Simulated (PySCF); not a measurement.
Point-charge models of `CC(C)[C@@H]1C[C@H]1C(=O)Cl` against its computed dipole.

Coordinates (GFN2-xTB, Å) and charges (e) from the PBE0/pcSseg-1 density (PySCF):

```
atom       x       y       z  Mulliken      IAO  Hirshfeld  ESP-fitted
  C1  -1.097  -1.230   1.145   -0.1939  -0.4186    -0.1175     -0.4646
  C2  -0.765  -0.703  -0.250   -0.3365  -0.0881    -0.0125     +0.3854
  C3  -2.038  -0.345  -1.017   -0.1931  -0.4168    -0.1157     -0.6307
  C4   0.123   0.517  -0.148   -0.1808  -0.1008    -0.0183     -0.0888
  C5   1.101   0.856  -1.208   -0.0668  -0.2708    -0.0721     -0.3942
  C6   1.611   0.322   0.119   -0.2822  -0.2051    -0.0571     -0.0582
  C7   2.244   1.267   1.028   +0.3533  +0.3706    +0.1796     +0.4022
  O8   2.044   2.431   1.149   -0.3153  -0.3737    -0.2083     -0.3669
 Cl9   3.452   0.470   2.069   -0.1435  -0.1116    -0.0747     -0.1661
 H10  -1.635  -0.477   1.716   +0.1077  +0.1380    +0.0413     +0.1257
 H11  -0.188  -1.485   1.685   +0.1200  +0.1417    +0.0385     +0.0857
 H12  -1.720  -2.119   1.079   +0.1160  +0.1412    +0.0426     +0.1238
 H13  -0.229  -1.482  -0.804   +0.1050  +0.1249    +0.0393     +0.0229
 H14  -2.606   0.409  -0.476   +0.1076  +0.1380    +0.0415     +0.1626
 H15  -1.792   0.049  -2.000   +0.1166  +0.1411    +0.0399     +0.1492
 H16  -2.665  -1.224  -1.142   +0.1175  +0.1421    +0.0433     +0.1602
 H17  -0.328   1.350   0.378   +0.1379  +0.1547    +0.0502     +0.1233
 H18   1.201   0.198  -2.058   +0.1356  +0.1573    +0.0574     +0.1622
 H19   1.295   1.896  -1.419   +0.1477  +0.1680    +0.0549     +0.1861
 H20   1.988  -0.690   0.151   +0.1469  +0.1677    +0.0477     +0.0801
```

Question: Form Σ q r in debye for every column and set it beside the full dipole.

Answer: The full density gives (-2.15, -2.21, -2.25) D, 3.82 D in size; dipole vectors point from the negative to the positive end.

```
    scheme     μx     μy     μz  size (D)  share of the full size (%)  angle to the full dipole (°)
  Mulliken  -3.16  -2.01  -2.73      4.64                         121                            11
       IAO  -1.96  -2.64  -2.19      3.95                         103                             7
 Hirshfeld  -1.51  -1.53  -1.48      2.61                          68                             2
ESP-fitted  -2.22  -2.18  -2.30      3.87                         101                             1
```

Question: Which set comes closest?

Answer: Length of the difference vector: ESP-fitted 0.09 D, IAO 0.47 D, Mulliken 1.13 D, Hirshfeld 1.21 D. Closest: ESP-fitted. ESP charges are fitted to the potential around the molecule, whose slowest-falling term is the dipole's. 

Question: What is left for the Hirshfeld atoms' own dipoles?

Answer: The shares of the density sum to the whole, so what Σ q r misses lies in dipoles about the nuclei. The atomic dipoles sum to (-2.15, -2.21, -2.25) − (-1.51, -1.53, -1.48) = (-0.64, -0.68, -0.77) D, 1.21 D in size.

Question: With the origin at the mean of the coordinates, (0.000, 0.001, 0.000) Å, which are the largest single terms, by size, of the ESP-fitted dipole along the direction of the full one?

Answer: C3 -5.90, O8 +5.70, C7 -5.03, Cl9 +2.74, H16 +2.22 D; all 20 atoms together +3.87 D. The single terms depend on the origin, their sum doesn't.

Question: Give the size of the full dipole in other units.

Answer: 3.82 D = 1.502 au = 0.795 e·Å = 12.74 × 10⁻³⁰ C·m.

Geometry: GFN2-xTB, one conformer, isolated molecule.

The values belong to the conformer `[CH3:1][CH:2]([CH3:3])[C@@H:4]1[CH2:5][C@H:6]1[C:7](=[O:8])[Cl:9]`: C1–C2–C4–C5 150°, C5–C6–C7–O8 29°.
